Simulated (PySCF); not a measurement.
Converging TeF in the basis (MP2)

PySCF, UHF reference; doublet, unpaired electrons π ↑; De to Te + F without counterpoise correction. Frozen cores follow the default of each basis and core potential.

| basis | relativity | functions | Re (Å) | ωe (cm⁻¹) | De (eV) | frozen orbitals |
| --- | --- | --- | --- | --- | --- | --- |
| def2-SVP | scalar-relativistic core potentials | 40 | 1.945 | 630 | 2.98 | 5 |
| x2c-SVPall | spin-free X2C | 50 | 1.942 | 629 | 3.01 | 19 |
| def2-TZVPP | scalar-relativistic core potentials | 81 | 1.905 | 635 | 3.51 | 5 |

Q: How does each smaller set differ from the one with most functions, def2-TZVPP?

A: def2-SVP: +4.0 pm, -0.8 % in ωe, -0.53 eV in De; x2c-SVPall: +3.7 pm, -0.9 % in ωe, -0.50 eV in De. All at MP2; the set with most functions is neither the basis-set limit nor always the best. The rows treat relativity differently, so the differences are not basis effects alone.

Correlated steps freeze the inner cores (5 to 19 orbitals); shallow outer-core shells are correlated. Correlated levels converge slowly with the basis: in double zeta they bind strong bonds too weakly, by up to about 1 eV, and carry superposition errors of some tenths. These are scalar-relativistic numbers at best; spin–orbit coupling would shift them, the dissociation energy most. The state was picked by a PBE0 search and need not be the measured ground state.
